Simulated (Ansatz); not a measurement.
Stepwise reaction of `[NH2][V](=[O])([Cl])[Cl]` with water, as a gas-phase model of exchange steps in deposition or etching. ΔE in kJ/mol; ΔG adds harmonic PBE0-D4 terms to CCSD(T)/CBS, at 1 bar.

Calculated with Ansatz (gas phase, PBE0-D4/def2-TZVP geometries, no zero-point term in ΔE). CCSD(T)/CBS adds triple-zeta CCSD(T) − MP2 to the extrapolated MP2 energy (def2 sets, frozen cores). This one scheme is used for every species. DFT in def2-TZVPP. B3LYP here is the variant with VWN-RPA as its local correlation; programs differ in this. For V outer-core shells are correlated without core-valence functions, which leaves a few kJ/mol of doubt a bond. Scalar relativity is left out up to krypton. One conformer a species, not always the lowest.

```
step                                                             reaction  PBE-D4  B3LYP-D4  ωB97M-V  CCSD(T)/CBS  ΔG(600 K)
   2  `[NH2][V](=[O])([OH])[Cl]` + H₂O → `[NH2][V](=[O])([OH])[OH]` + HCl    46.9      46.5     45.9         51.4       42.7
```

Question: Give the row of step 1, `[NH2][V](=[O])([Cl])[Cl]` + H₂O → `[NH2][V](=[O])([OH])[Cl]` + HCl. (An estimate is asked.)

Answer: Computed: 
```json
{"step": "1", "reaction": "`[NH2][V](=[O])([Cl])[Cl]` + H₂O → `[NH2][V](=[O])([OH])[Cl]` + HCl", "PBE-D4": "35.6", "B3LYP-D4": "35.3", "ωB97M-V": "33.6", "CCSD(T)/CBS": "41.0", "ΔG(600 K)": "35.3"}
```

Question: By hand: ΔE of the 2 steps together at CCSD(T)/CBS.

Answer: (41.0) + (51.4) = 92.4 kJ/mol, or 46.2 kJ/mol a step.

In ΔE each step is higher than the one before. All are uphill at CCSD(T)/CBS. ΔG lies between 35.3 and 42.7 kJ/mol a step. PBE-D4 differs from CCSD(T)/CBS by -5.4 to -4.5 kJ/mol a step. Isolated molecules leave out the surface, adducts and barriers. Largest T1 diagnostic: 0.033.
